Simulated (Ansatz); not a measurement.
Geometry optimisation, RKS B3LYP/def2-SVP (Ansatz).

The input (input.yaml):

```yaml
crystal:
  periodic: [false, false, false]
  atoms:
    - { symbol: Cl, position_ang: [1.2434, -0.158, -2.7495] }
    - { symbol: B, position_ang: [0.4706, -0.0861, -1.0667] }
    - { symbol: C, position_ang: [0.5965, -1.2196, -0.0287] }
    - { symbol: C, position_ang: [0.0688, -0.8868, 1.1023] }
    - { symbol: B, position_ang: [-0.6771, 0.4972, 0.9548] }
    - { symbol: C, position_ang: [-0.391, 1.1189, -0.471] }
    - { symbol: H, position_ang: [1.199, -2.1467, -0.156] }
    - { symbol: H, position_ang: [-0.0026, -1.5144, 1.9786] }
    - { symbol: H, position_ang: [0.45112, -0.66049, 2.09765] }
    - { symbol: H, position_ang: [0.203, 2.0407, -0.3818] }
    - { symbol: H, position_ang: [-1.3409, 1.243, -1.0212] }
basis:
  gaussian: { orbitals: def2-SVP }
hamiltonian:
  xc: b3lyp
relax:
  f_tol: 0.02
  max_steps: 50
```

Launched with:

```bash
$ ansatz run input.yaml --threads 2 --pin off --max-ram 3072MiB --backend cpu --events-out ev --progress --plain --runs-dir out
```

Problem. Where does it end, and by what steps?

Solution. The run converged. After 13 steps the energy has fallen by 4.869 eV; B5 moved furthest, 0.76 Å. Joined: B2–B5, C3–B5.

| step | energy less start (eV) | largest force component (eV/Å) | accepted |
| --- | --- | --- | --- |
| 0 | 0.0000 | 7.684 | yes |
| 1 | -1.8280 | 4.451 | yes |
| 2 | -2.9537 | 3.718 | yes |
| 3 | -3.4151 | 2.876 | yes |
| 4 | -3.9786 | 1.537 | yes |
| 5 | -4.4829 | 1.827 | yes |
| 6 | -4.6835 | 2.306 | yes |
| 7 | -4.7960 | 0.937 | yes |
| 8 | -4.8411 | 0.769 | yes |
| 9 | -4.8383 | 0.261 | no |
| 10 | -4.8645 | 0.200 | yes |
| 11 | -4.8631 | 0.337 | no |
| 12 | -4.8690 | 0.037 | yes |
| 13 | -4.8695 | 0.018 | yes |

```xyz
11
Properties=species:S:1:pos:R:3
Cl 1.164 -0.173 -2.663
B 0.604 0.005 -0.985
C 0.587 -1.141 0.021
C 0.236 -0.831 1.502
B -0.477 -0.020 0.441
C -0.434 1.169 -0.496
H 0.752 -2.168 -0.313
H -0.308 -1.646 1.994
H 1.004 -0.386 2.150
H -0.144 2.144 -0.083
H -1.164 1.276 -1.310
```

Whether the end is a true minimum wasn't checked by a vibrational analysis.

Run time: 40 s on 2 threads of Arm Neoverse V2 (shared host), peak memory 0.26 GiB.
